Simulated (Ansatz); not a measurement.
One change: `CC(C)[O][Cd][NH2]` becomes `CC(C)[O][Ge][Cl]`.

Ansatz, PBE0-D4/def2-TZVP geometries, multiplicity 1. Each molecule was computed in one conformer, which needn't be the lowest.

Elements past krypton have def2 core potentials. Scalar relativity is left out up to krypton.

```csv
property,`CC(C)[O][Cd][NH2]`
HOMO energy (B3LYP/def2-TZVPP) / eV,-6.82
LUMO energy (PBE/def2-TZVPP) / eV,-1.64
HOMO–LUMO gap (ωB97M-V/def2-TZVPP) / eV,10.22
HOMO–LUMO gap (PBE/def2-TZVPP) / eV,3.93
LUMO energy (ωB97M-V/def2-TZVPP) / eV,0.81
HOMO–LUMO gap (B3LYP/def2-TZVPP) / eV,5.70
```

Problem. What does the change do to each property? (Best estimate.)

Solution. Computed: 
```json
{"property": "HOMO energy (B3LYP/def2-TZVPP) / eV", "`CC(C)[O][Ge][Cl]`": "-7.56", "shift": "-0.74"}
{"property": "LUMO energy (PBE/def2-TZVPP) / eV", "`CC(C)[O][Ge][Cl]`": "-2.89", "shift": "-1.25"}
{"property": "HOMO–LUMO gap (ωB97M-V/def2-TZVPP) / eV", "`CC(C)[O][Ge][Cl]`": "9.69", "shift": "-0.53"}
{"property": "HOMO–LUMO gap (PBE/def2-TZVPP) / eV", "`CC(C)[O][Ge][Cl]`": "3.68", "shift": "-0.25"}
{"property": "LUMO energy (ωB97M-V/def2-TZVPP) / eV", "`CC(C)[O][Ge][Cl]`": "-0.21", "shift": "-1.02"}
{"property": "HOMO–LUMO gap (B3LYP/def2-TZVPP) / eV", "`CC(C)[O][Ge][Cl]`": "5.20", "shift": "-0.50"}
```

With PBE0 the HOMO falls by 0.71 eV and the LUMO falls by 1.37 eV, so the gap narrows by about 0.66 eV. PBE moves the HOMO by -1.00 eV and ωB97M-V by -0.49 eV.

B3LYP here is the variant with VWN-RPA as its local correlation; programs differ in this.
